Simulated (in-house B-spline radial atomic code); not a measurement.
Configurations of the fluorine ion F⁴⁺, with energies counted from [He] 2s2 2p1. All numbers are computed (non-relativistic M06-2X, spin-polarised, spherical fractional occupations; point nucleus) with a B-spline radial code for spherical atoms, not measured. Shells without spins written out take the highest spin.

Caution: exact exchange at fractional occupations of open shells leaves self-interaction of up to several eV.

```tsv
configuration	E - E(ref) (eV)	highest orbital	its <r> (bohr)
[He] 2s2 3d(0 up, 1 down)	71.884	3d down	2.005
[He] 2s1 2p1 3s1	76.711	3s up	2.091
[He] 2s(1 up, 0 down) 2p(0 up, 1 down) 3s(1 up, 0 down)	80.774	3s up	2.083
[He] 2s1 2p1 3p1	83.266	3p up	2.157
[He] 2s1 2p1 3d1	88.175	3d up	1.986
```

(1) Order these further configurations by energy, lowest first.
A. [He] 2s(1 up, 0 down) 2p(0 up, 1 down) 3p(0 up, 1 down)
B. [He] 2s(1 up, 0 down) 2p(0 up, 1 down) 3d(0 up, 1 down)
C. [He] 2s2 3p1
D. [He] 2s1 2p2
E. [He] 2s2 3s1

Answers

(1) D (11.053 eV), E (60.164 eV), C (66.642 eV), A (87.199 eV), B (92.249 eV).
